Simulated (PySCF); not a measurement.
Polarisability and C₆ of Hg+ (mercury, charge +1)

[Xe] 4f14 5d10 6s1, 2S determinant. Computed with PySCF 2.14 in x2c-TZVPPall with one added diffuse shell each of s, p, d, f type (12s8p8d4f1g, 113 functions), with scalar relativity by spin-free X2C-1e. Coupled (time-dependent) response in atomic units; α is the mean over directions.

| method | mean α (bohr³) | C₆ (like pair) | S(−4) |
| --- | --- | --- | --- |
| M06 | 18.98 | 139.8 | 148.9 |

S(−4) is the Cauchy moment in α(ω) = α(0) + S(−4) ω² + …

α(iu) at M06:

| u (hartree) | α(iu) (bohr³) |
| --- | --- |
| 0 | 18.98 |
| 0.0500 | 18.62 |
| 0.100 | 17.66 |
| 0.200 | 15.00 |
| 0.300 | 12.52 |
| 0.500 | 9.106 |
| 0.750 | 6.659 |
| 1.00 | 5.163 |
| 1.50 | 3.424 |
| 2.00 | 2.454 |
| 3.00 | 1.437 |
| 5.00 | 0.6601 |

For an ion, C₆ is the dispersion term alone; charge-induced terms of lower order in 1/R come first.

Spin-orbit coupling, which splits the p, d and f shells strongly at this Z, is absent.
